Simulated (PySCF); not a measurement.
SMILES c1c[c]([GeH3])ccc1C (GFN2-xTB optimised geometry):

```
18

C     -1.848    -2.699    -0.020
C     -1.073    -1.417     0.000
C     -1.737    -0.194     0.000
C     -1.029     0.992     0.000
C      0.361     0.994     0.000
Ge     1.345     2.677    -0.005
C      1.021    -0.228     0.000
C      0.315    -1.417     0.000
H     -2.207    -2.901    -1.030
H     -2.714    -2.637     0.635
H     -1.227    -3.535     0.294
H     -2.818    -0.177     0.001
H     -1.561     1.935     0.002
H      1.052     3.486    -1.229
H      0.976     3.535     1.164
H      2.818     2.427     0.045
H      2.103    -0.245     0.002
H      0.848    -2.357     0.001
```

Computed with CAM-B3LYP/def2-SVP (PySCF).

What are the frontier orbital energies and the dipole moment?

HOMO-2 -9.98 eV, HOMO-1 -8.52 eV, HOMO -8.15 eV, LUMO 0.86 eV, LUMO+1 1.05 eV; dipole moment 1.21 D.

Meta-Löwdin charges at CAM-B3LYP/def2-SVP: C1 -0.29, C2 0.04, C3 -0.12, C4 -0.09, C5 -0.18, Ge6 0.38, C7 -0.09, C8 -0.12, H9 0.11, H10 0.10, H11 0.10, H12 0.10, H13 0.10, H14 -0.08, H15 -0.08, H16 -0.07, H17 0.10, H18 0.10.
